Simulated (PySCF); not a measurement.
PySCF input (TPSSh/def2-TZVPD):

```python
from pyscf import gto, scf, dft

mol = gto.M(
    atom='''
    O    -0.70516248    1.05974816    0.69267031
    S    -0.21511950    0.12540794   -0.34756975
    O    -0.57881428   -1.28730680   -0.03594531
    O     1.51914646    0.05716093   -0.04023071
    H     1.56055445   -0.64334528    0.62916180
    ''',
    basis='def2-tzvpd',
    charge=-1,
    spin=0,
    verbose=4,
)

mf = dft.RKS(mol, xc='tpssh').density_fit(auxbasis='def2-universal-jkfit')
mf.grids.level = 3
mf.conv_tol = 1e-9
mf.max_cycle = 100
mf.max_memory = 1500
mf.kernel()
if not mf.converged:
    mf = mf.newton()
    mf.kernel(mf.make_rdm1())
mf.analyze()
```

End of the output:

```
Extra cycle  E= -624.653339126692  delta_E= 6.34e-11  |g|= 2.58e-05  |ddm|= 5.38e-05
converged SCF energy = -624.653339126692
**** SCF Summaries ****
Total Energy =                        -624.653339126691662
Nuclear Repulsion Energy =             181.782169106097115
One-electron Energy =                -1232.445821733500452
Two-electron Energy =                  426.010313500711618
Two-electron Coulomb Energy =          478.164021817887431
DFT Exchange-Correlation Energy =      -52.153708317175798
HOMO-LUMO gap [eV] =                     4.680340330725784
**** MO energy ****
MO #1   energy= -88.6453703273852  occ= 2
MO #2   energy= -18.8677281760187  occ= 2
MO #3   energy= -18.826812732685   occ= 2
MO #4   energy= -18.8265250918253  occ= 2
MO #5   energy= -7.76786787679167  occ= 2
MO #6   energy= -5.71987335276295  occ= 2
MO #7   energy= -5.71686947003578  occ= 2
MO #8   energy= -5.71091851184259  occ= 2
MO #9   energy= -0.851968531238398 occ= 2
MO #10  energy= -0.765511574100475 occ= 2
MO #11  energy= -0.739078693878847 occ= 2
MO #12  energy= -0.393854313736227 occ= 2
MO #13  energy= -0.274192433361655 occ= 2
MO #14  energy= -0.234045530236832 occ= 2
MO #15  energy= -0.21621752895339  occ= 2
MO #16  energy= -0.188500022995165 occ= 2
MO #17  energy= -0.125330464040435 occ= 2
MO #18  energy= -0.100989259187909 occ= 2
MO #19  energy= -0.0785368575367089 occ= 2
MO #20  energy= -0.0591592784257906 occ= 2
MO #21  energy= -0.0299210178617005 occ= 2
MO #22  energy= 0.142078318272291  occ= 0
MO #23  energy= 0.150544457730303  occ= 0
MO #24  energy= 0.155006986483876  occ= 0
MO #25  energy= 0.15853798981542   occ= 0
MO #26  energy= 0.205775625060806  occ= 0
MO #27  energy= 0.209089171417469  occ= 0
MO #28  energy= 0.216739942889346  occ= 0
MO #29  energy= 0.222997899612356  occ= 0
MO #30  energy= 0.232073053526741  occ= 0
MO #31  energy= 0.238106104913388  occ= 0
MO #32  energy= 0.269327477141957  occ= 0
MO #33  energy= 0.280475974516622  occ= 0
MO #34  energy= 0.282155978166558  occ= 0
MO #35  energy= 0.287081281522805  occ= 0
MO #36  energy= 0.295760907479636  occ= 0
MO #37  energy= 0.298956441366933  occ= 0
MO #38  energy= 0.331629297942725  occ= 0
MO #39  energy= 0.36606137061615   occ= 0
MO #40  energy= 0.378746609121109  occ= 0
MO #41  energy= 0.398115055046924  occ= 0
MO #42  energy= 0.402789769534833  occ= 0
MO #43  energy= 0.415838152769024  occ= 0
MO #44  energy= 0.432549983670493  occ= 0
MO #45  energy= 0.453678674520553  occ= 0
MO #46  energy= 0.458534445489999  occ= 0
MO #47  energy= 0.464724604590703  occ= 0
MO #48  energy= 0.468270556407615  occ= 0
MO #49  energy= 0.481662885016368  occ= 0
MO #50  energy= 0.548299783043649  occ= 0
MO #51  energy= 0.577012147190026  occ= 0
MO #52  energy= 0.592235121800458  occ= 0
MO #53  energy= 0.597671523927282  occ= 0
MO #54  energy= 0.612326873254828  occ= 0
MO #55  energy= 0.618474717928367  occ= 0
MO #56  energy= 0.637337712323024  occ= 0
MO #57  energy= 0.650471343039335  occ= 0
MO #58  energy= 0.681119838868787  occ= 0
MO #59  energy= 0.68916471900096   occ= 0
MO #60  energy= 0.705104695357994  occ= 0
MO #61  energy= 0.713336334462086  occ= 0
MO #62  energy= 0.719304326153447  occ= 0
MO #63  energy= 0.732597708761066  occ= 0
MO #64  energy= 0.741043954687256  occ= 0
MO #65  energy= 0.757284685115756  occ= 0
MO #66  energy= 0.79825305736558   occ= 0
MO #67  energy= 0.831348043350894  occ= 0
MO #68  energy= 0.838464088073445  occ= 0
MO #69  energy= 0.861550393654343  occ= 0
MO #70  energy= 0.880748931582544  occ= 0
MO #71  energy= 0.928767837653577  occ= 0
MO #72  energy= 0.941000301464334  occ= 0
MO #73  energy= 0.979394501624105  occ= 0
MO #74  energy= 1.00154884599598   occ= 0
MO #75  energy= 1.01722417233727   occ= 0
MO #76  energy= 1.02850989385355   occ= 0
MO #77  energy= 1.0589252113482    occ= 0
MO #78  energy= 1.06786714236646   occ= 0
MO #79  energy= 1.10052165833404   occ= 0
MO #80  energy= 1.11785790813296   occ= 0
MO #81  energy= 1.15294760848911   occ= 0
MO #82  energy= 1.17666203596613   occ= 0
MO #83  energy= 1.21296595259067   occ= 0
MO #84  energy= 1.23154230411883   occ= 0
MO #85  energy= 1.26760811640689   occ= 0
MO #86  energy= 1.34910461797029   occ= 0
MO #87  energy= 1.66928404153139   occ= 0
MO #88  energy= 1.6775775125552    occ= 0
MO #89  energy= 1.70942222195458   occ= 0
MO #90  energy= 1.73179057483914   occ= 0
MO #91  energy= 1.74693067482218   occ= 0
MO #92  energy= 1.77294205249414   occ= 0
MO #93  energy= 1.78658245948432   occ= 0
MO #94  energy= 1.87261921512829   occ= 0
MO #95  energy= 1.91357806208957   occ= 0
MO #96  energy= 1.93420641139915   occ= 0
MO #97  energy= 1.96464454758503   occ= 0
MO #98  energy= 1.97031495175918   occ= 0
MO #99  energy= 1.99016947748438   occ= 0
MO #100 energy= 2.016522906778     occ= 0
MO #101 energy= 2.04557515335239   occ= 0
MO #102 energy= 2.05810684928849   occ= 0
MO #103 energy= 2.12907912596916   occ= 0
MO #104 energy= 2.1568268884466    occ= 0
MO #105 energy= 2.21245258553352   occ= 0
MO #106 energy= 2.27067021182886   occ= 0
MO #107 energy= 2.34903964942951   occ= 0
[...]
```

It need not be the lowest isomer of its formula.
